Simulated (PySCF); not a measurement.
PySCF 2.14 output of an unrestricted PBEsol calculation on a single atom or ion in x2c-QZVPPall with one added diffuse shell each of s, p, d, f, g type (12s8p6d5f3g, 128 functions), with the spin-free X2C one-electron Hamiltonian (Gaussian nucleus):

```
SCF conv_tol = 1e-09
number electrons alpha = 15  beta = 13
    J. P. Perdew, A. Ruzsinszky, G. I. Csonka, O. A. Vydrov, G. E. Scuseria, L. A. Constantin, X. Zhou, and K. Burke.,  Phys. Rev. Lett. 100, 136406 (2008)
    J. P. Perdew, A. Ruzsinszky, G. I. Csonka, O. A. Vydrov, G. E. Scuseria, L. A. Constantin, X. Zhou, and K. Burke.,  Phys. Rev. Lett. 100, 136406 (2008)
cycle= 1 E= -1391.19222958302  delta_E= 0.586  |g|= 1.54  |ddm|= 1.35
cycle= 2 E= -1389.71802365599  delta_E= 1.47  |g|=  3.3  |ddm|= 5.04
cycle= 3 E= -1391.49187174383  delta_E= -1.77  |g|= 0.982  |ddm|= 4.78
cycle= 4 E= -1391.02705670509  delta_E= 0.465  |g|= 1.57  |ddm|= 1.78
cycle= 5 E= -1391.05483907644  delta_E= -0.0278  |g|= 1.51  |ddm|= 4.89
cycle= 6 E= -1391.37629265306  delta_E= -0.321  |g|= 1.17  |ddm|= 4.06
cycle= 7 E= -1391.82574236076  delta_E= -0.449  |g|= 0.0513  |ddm|= 1.73
cycle= 8 E= -1391.82742686661  delta_E= -0.00168  |g|= 0.0355  |ddm|= 0.137
cycle= 9 E= -1391.82760345374  delta_E= -0.000177  |g|= 0.0138  |ddm|= 0.048
cycle= 10 E= -1391.82764806411  delta_E= -4.46e-05  |g|= 0.00112  |ddm|= 0.012
cycle= 11 E= -1391.82764858427  delta_E= -5.2e-07  |g|= 3.11e-05  |ddm|= 0.00177
cycle= 12 E= -1391.82764858561  delta_E= -1.33e-09  |g|= 2.15e-05  |ddm|= 0.000164
cycle= 13 E= -1391.82764858579  delta_E= -1.86e-10  |g|= 6.37e-06  |ddm|= 4.22e-05
converged SCF energy = -1391.82764858579  <S^2> = 2.0290826  2S+1 = 3.0193261
```

The run itself started from symmetry-adapted Hartree-Fock orbitals and held the occupation by maximum overlap, on a logarithmic radial grid, so the iterations belong to that start.

Problem. Which element, charge and spin multiplicity is this?

Solution. Co⁻ (cobalt, charge -1), multiplicity 3; the state was [Ar] 3d8 4s2, high-spin 3F determinant.

At PBEsol the highest occupied level has a positive energy, so only the finite basis holds that electron; in a semilocal or global hybrid functional this comes from self-interaction and does not mean that the real anion is unbound.
